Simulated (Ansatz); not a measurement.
`[F][Ti]([F])([F])[SeH]` + NH₃ → `[NH2][Ti]([F])([F])[F]` + H₂Se at 700 K and 1 bar (ligand exchange at a Ti–Se bond).

Isolated molecules relaxed with PBE0-D4/def2-TZVP in Ansatz; ΔE leaves out vibrations. CBS: MP2 limit from def2 TZ/QZ plus the TZ coupled-cluster correction, frozen cores. This one scheme is used for every species. For Se, Ti outer-core shells are correlated without core-valence functions, which leaves a few kJ/mol of doubt a bond. Scalar relativity is left out up to krypton. One conformer a species, not always the lowest.

```tsv
species	CCSD(T)/CBS energy (Eh)	H − E (kJ/mol)	S (J/(mol·K))
`[F][Ti]([F])([F])[SeH]`	-3549.84726	106.6	467.0
NH₃	-56.50880	116.9	226.5
`[NH2][Ti]([F])([F])[F]`	-1204.44931	152.3	458.3
H₂Se	-2401.89790	61.1	251.1
```

H − E and S are ideal-gas, rigid-rotor, harmonic terms from PBE0-D4/def2-TZVP, for one conformer and one mirror image of each species. 1 Eh = 2625.50 kJ/mol, R = 8.31446 J/(mol·K).

Q: By hand: ΔE, ΔH, ΔS and ΔG.

A: ΔE = (-1204.44931) + (-2401.89790) − (-3549.84726) − (-56.50880) = 0.00885 Eh = 23.2 kJ/mol. Δ(H − E) = 152.3 + 61.1 − 106.6 − 116.9 = -10.1, so ΔH = 13.1 kJ/mol. ΔS = 458.3 + 251.1 − 467.0 − 226.5 = 15.9 J/(mol·K). ΔG = 13.1 − 700 × (15.9)/1000 = 2.0 kJ/mol.

Q: By hand: the equilibrium constant, and the temperature at which ΔG would vanish if ΔH and ΔS stayed fixed.

A: log₁₀ K = −ΔG/(RT ln 10) = -0.1. ΔG = 0 at ΔH/ΔS = 824 K, though so small a ΔS makes that figure unsure.

TΔS isn't small against ΔH here. The sign of ΔG lies within the doubt. A doubt of 5 kJ/mol in ΔE shifts log₁₀ K by 0.4 here. Other conformers and mirror images would add mixing entropy, several J/(mol·K) or more a flexible species. Modes under 60 cm⁻¹, often nearly free rotors, make the harmonic entropy too high. These are equilibria of isolated gas molecules and say nothing of rates. Largest T1 diagnostic: 0.024 (customary marks: 0.02 for closed shells, 0.045 for open ones).
